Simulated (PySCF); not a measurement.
PySCF 2.14 output of an unrestricted PBE0 calculation on a single atom or ion in aug-cc-pwCVTZ-PP with ECP60MDF, with a scalar-relativistic core potential:

```
SCF conv_tol = 1e-09
number electrons alpha = 11  beta = 6
    C. Adamo and V. Barone.,  J. Chem. Phys. 110, 6158 (1999)
    M. Ernzerhof and G. E. Scuseria.,  J. Chem. Phys. 110, 5029 (1999)
cycle= 1 E= -104.269512217506  delta_E= -0.00804  |g|= 0.02  |ddm|= 0.167
cycle= 2 E= -104.269876345141  delta_E= -0.000364  |g|= 0.00794  |ddm|= 0.0568
cycle= 3 E= -104.270007543797  delta_E= -0.000131  |g|= 0.00655  |ddm|= 0.0267
cycle= 4 E= -104.270094737301  delta_E= -8.72e-05  |g|= 0.0038  |ddm|= 0.022
cycle= 5 E= -104.270173770371  delta_E= -7.9e-05  |g|= 0.00211  |ddm|= 0.0306
cycle= 6 E= -104.270215704094  delta_E= -4.19e-05  |g|= 0.000855  |ddm|= 0.0346
cycle= 7 E= -104.270221442622  delta_E= -5.74e-06  |g|= 0.000281  |ddm|= 0.0142
cycle= 8 E= -104.27022150692  delta_E= -6.43e-08  |g|= 0.000115  |ddm|= 0.000625
cycle= 9 E= -104.270221589791  delta_E= -8.29e-08  |g|= 1.6e-05  |ddm|= 0.00196
cycle= 10 E= -104.270221590601  delta_E= -8.1e-10  |g|= 2.78e-06  |ddm|= 0.000193
converged SCF energy = -104.270221590601  <S^2> = 8.7515959  2S+1 = 6.0005319
```

The run itself started from symmetry-adapted Hartree-Fock orbitals and held the occupation by maximum overlap, on a logarithmic radial grid, so the iterations belong to that start.

Question: Which element, charge and spin multiplicity is this?

Answer: Ir (iridium, neutral), multiplicity 6; the state was [Xe] 4f14 5d7 6s1 6p1, one real determinant (an excited configuration).

⟨L²⟩ = 13.82 against 20 for a pure G term, so this real determinant mixes terms. Energies and moments cover only the electrons outside the core potential. Spin-orbit coupling, absent here, splits the open shell strongly.
